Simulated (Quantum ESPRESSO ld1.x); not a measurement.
Results of a calculation; reference values are marked as such.
Te37+, 15 electrons, occupied as [Ne] 3s2 3p3. Level of theory: non-relativistic Kohn-Sham, LDA (Slater exchange, VWN5 correlation), spin-polarised, spherical densities, point nucleus; open shells are filled with parallel spins first; relativity is left out, which matters for an element this heavy (ld1.x of Quantum ESPRESSO 7.5).

Normalised radial functions P(r) = r R(r), r in bohr:

| r | 2s up | 2s down | 2p down |
|---|---|---|---|
| 0.00134 | 0.3040 | 0.3041 | 0.0060 |
| 0.001663 | 0.3709 | 0.3710 | 0.0092 |
| 0.00208 | 0.4538 | 0.4540 | 0.0142 |
| 0.002582 | 0.5483 | 0.5485 | 0.0215 |
| 0.00323 | 0.6624 | 0.6626 | 0.0332 |
| 0.004009 | 0.7880 | 0.7883 | 0.0501 |
| 0.004975 | 0.9272 | 0.9275 | 0.0752 |
| 0.006225 | 1.0815 | 1.0819 | 0.1140 |
| 0.007725 | 1.2317 | 1.2321 | 0.1689 |
| 0.009665 | 1.3744 | 1.3749 | 0.2515 |
| 0.012 | 1.4785 | 1.4791 | 0.3650 |
| 0.01489 | 1.5213 | 1.5218 | 0.5221 |
| 0.01863 | 1.4626 | 1.4631 | 0.7430 |
| 0.02312 | 1.2652 | 1.2656 | 1.0214 |
| 0.02892 | 0.8749 | 0.8751 | 1.3811 |
| 0.03589 | 0.2995 | 0.2995 | 1.7868 |
| 0.04455 | -0.4543 | -0.4546 | 2.2199 |
| 0.05573 | -1.3469 | -1.3476 | 2.6380 |
| 0.06917 | -2.1744 | -2.1755 | 2.9280 |
| 0.08653 | -2.8027 | -2.8043 | 3.0139 |
| 0.1074 | -3.0137 | -3.0157 | 2.8216 |
| 0.1333 | -2.7638 | -2.7652 | 2.3589 |
| 0.1668 | -2.1111 | -2.1104 | 1.6905 |
| 0.207 | -1.3363 | -1.3333 | 1.0289 |
| 0.2589 | -0.6522 | -0.6489 | 0.4911 |
| 0.3213 | -0.2459 | -0.2441 | 0.1841 |
| 0.3988 | -0.0659 | -0.0653 | 0.0498 |
| 0.499 | -0.0108 | -0.0107 | 0.0084 |
| 0.6193 | -0.0011 | -0.0011 | 0.0009 |
| 0.7747 | -0.0001 | -0.0001 | 0.0000 |
| 0.9615 | 0.0000 | 0.0000 | 0.0000 |

2s up: eigenvalue -6606.4 eV, 1 radial node at r = 0.0393 bohr, <r> = 0.124 bohr, 90 % of the charge inside 0.191 bohr. 2s down: eigenvalue -6599.6 eV, 1 radial node at r = 0.0393 bohr, <r> = 0.124 bohr, 90 % of the charge inside 0.190 bohr. 2p down: eigenvalue -6347.0 eV, 0 radial nodes, <r> = 0.106 bohr, 90 % of the charge inside 0.171 bohr.
